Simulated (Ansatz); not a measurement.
Molecule: sum formula Si₂N₂H₇ (charge 0, doublet). It need not be the lowest isomer of its formula. SMILES: [NH][SiH2]N[SiH3]
Coordinates optimised at B3LYP-D3(BJ)/def2-TZVP (Ansatz, a first-principles code):
```xyz
11

N     -1.9790     0.8506    -0.8063
Si    -1.1729    -0.4348     0.0669
N      0.3338     0.0503     0.7332
Si     1.8917     0.0666    -0.0254
H     -2.8649     0.5589    -1.2290
H     -0.9212    -1.5544    -0.8730
H     -2.0727    -0.8483     1.1753
H      0.2778     0.5158     1.6297
H      1.7604    -0.6853    -1.2924
H      2.9077    -0.5801     0.8399
H      2.3667     1.4407    -0.3193
```
Charge 0, spin multiplicity 2.

Property: atomisation energy (electronic, to ground-state atoms), in kcal/mol. Correlated levels leave the core frozen unless marked. Open shells are spin-unrestricted. Spin-orbit coupling is left out. Non-relativistic. The coupled-cluster limit lacks core correlation, which all-electron functionals hold. Basis-set limits of correlation are two-point, X^-3; Hartree-Fock from the larger set.

```
level                                        program  atomisation energy (kcal/mol)
------------------------------------  --------------  -----------------------------
BLYP-D3(BJ)/def2-TZVPD                Ansatz + dftd3                            ___
B3LYP-D4/def2-TZVPD                   Ansatz + dftd4                          827.2
PBE0/6-31G*                                   Ansatz                            ___
HSE06-D3(BJ)/def2-TZVPD               Ansatz + dftd3                          813.1
CCSD/cc-pV(D+d)Z                              Ansatz                            ___
CCSD(T)/CBS(cc-pV(T+d)Z,cc-pV(Q+d)Z)          Ansatz                          823.0
```

### Question
What belongs in the gaps?

### Answer

- BLYP-D3(BJ)/def2-TZVPD, atomisation energy (kcal/mol): 823.9
- PBE0/6-31G*, atomisation energy (kcal/mol): 789.1
- CCSD/cc-pV(D+d)Z, atomisation energy (kcal/mol): 728.7
